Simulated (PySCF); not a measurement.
# SMILES C=C[C@@H]1CO[C@H]1[Se]C, C₆H₁₀OSe

Geometry:
```
atom   x (Å)   y (Å)   z (Å)
  C1  -2.894   1.325  -0.624
  C2  -2.023   0.534  -0.025
  C3  -0.896  -0.142  -0.722
  C4  -0.641  -1.607  -0.325
  O5   0.555  -1.249   0.371
  C6   0.481   0.079  -0.081
 Se7   1.926   0.482  -1.387
  C8   3.378   0.145  -0.131
  H9  -3.691   1.804  -0.083
 H10  -2.843   1.525  -1.682
 H11  -2.085   0.347   1.039
 H12  -0.930   0.042  -1.798
 H13  -1.375  -2.057   0.347
 H14  -0.434  -2.278  -1.162
 H15   0.562   0.809   0.731
 H16   4.309   0.142  -0.691
 H17   3.199  -0.825   0.324
 H18   3.392   0.930   0.621
```

Method: TDDFT wB97X-D/def2-SVPD circular dichroism and optical rotation, one conformer, gas phase (PySCF 2.14.0). Geometry: GFN2-xTB.

The molecule is flexible and this is one conformer; a measurement averages over conformers. The calculation is non-relativistic, which matters for the atoms heavier than Zn.

Task: Draw the ECD and absorption spectra from the lowest 12 states, each a Gaussian of half-width 0.35 eV at 1/e height.

Result: 
```csv
E (eV),λ (nm),Δε (L mol⁻¹ cm⁻¹),ε (L mol⁻¹ cm⁻¹)
4.17,297,+0.01,0.902
4.32,287,+0.03,2.55
4.47,277,+0.07,5.01
4.62,268,+0.09,6.81
4.77,260,+0.08,6.5
4.92,252,+0.05,5.33
5.07,244,+0.02,10.8
5.22,237,-0.04,48.4
5.37,231,-0.18,179
5.52,225,-0.43,478
5.67,219,-0.63,953
5.82,213,-0.24,1550
5.97,208,+1.39,2330
6.12,203,+4.56,3380
6.27,198,+8.56,4640
6.42,193,+11.39,5920
6.57,189,+10.45,7060
6.72,184,+3.42,8320
6.87,180,-11.54,10800
7.02,177,-32.62,15900
7.17,173,-50.81,22900
```
Δε uses R in velocity form, ε uses f in length form. Only the states computed contribute, so the short-wavelength end is incomplete.
